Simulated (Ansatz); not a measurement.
**How methods differ on SiHCl2OF (SMILES O[Si](F)(Cl)Cl)**

SiHCl2OF has 6 atoms, charge 0, and is taken as a singlet. SMILES: `O[Si](F)(Cl)Cl`. The shape was relaxed beforehand at r2SCAN/def2-SVP. This is one conformer, not always the lowest.

```
atom    x (Å)    y (Å)    z (Å)
   O  -0.5224   0.4639   1.1326
  Si   0.2160   0.0155  -0.2509
   F   1.6032  -0.7400   0.0508
  Cl  -0.9298  -1.2819  -1.3368
  Cl   0.6219   1.6982  -1.3074
   H  -0.9467  -0.2199   1.6656
```

Each level gives the dissociation energy of the Si2–O1 bond into doublet SiCl2F and doublet OH (shapes relaxed at r2SCAN/def2-SVP, no zero-point term) (eV). The values are calculated.

```tsv
level	kind	program	value (eV)	less CCSD(T)/def2-SVP	CPU time (all runs)
HF/def2-SVP	Hartree–Fock	Ansatz	4.41	-1.17	1.7 s
SVWN5/def2-SVP	LDA	Ansatz	6.59	+1.01	2.4 s
r2SCAN/def2-SVP	meta-GGA	Ansatz	5.60	+0.02	13 s
B3LYP/def2-SVP	global hybrid	Ansatz	5.54	-0.04	5.7 s
PBE0-D4/def2-SVP	global hybrid	Ansatz	5.65	+0.07	6.2 s
B2PLYP/def2-SVP	double hybrid	Ansatz	5.66	+0.08	7.9 s
MP2/def2-SVP	perturbation theory	Ansatz	5.88	+0.30	2 s
CCSD(T)/def2-SVP	coupled cluster or CI	Ansatz	5.58	0.00	12 s
```

Differences are taken from CCSD(T)/def2-SVP for orientation; it has basis-set and higher-order errors of its own. The values span 4.41 to 6.59 eV. Hartree–Fock misses the correlation of the electron pair that is broken and comes out low. Measured bond enthalpies also hold zero-point and thermal terms, a few tenths of an eV less. CPU times are rough (shared hosts, several kinds of processor): they show what a rung costs within a factor of a few.
